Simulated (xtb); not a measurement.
Harmonic IR lines of one isomer of C$_{9}$H$_{7}$BFN, unscaled. These are GFN2-xTB (xtb 6.7.1) values and carry that method's errors.

wavenumber (cm⁻¹): 707 (w), 746 (vw), 788 (vw), 818 (vs), 842 (w), 1055 (m), 1205 (m), 1245 (s), 1257 (m), 1312 (m), 1358 (vw), 1452 (w), 1493 (vs), 1539 (w), 1571 (w), 1590 (vw), 2655 (vs), 2683 (s), 3058 (w), 3089 (m), 3104 (w), 3111 (w)

**Question.** Identify which structure gives these lines.
A. `Bc1ccc(F)c2ncccc12`
B. `Bc1cc(F)c2ncccc2c1`
C. `Bc1cc(F)cc2cccnc12`
D. `Bc1ccc(F)c2cccnc12`

**Answer.** A, `Bc1ccc(F)c2ncccc12`
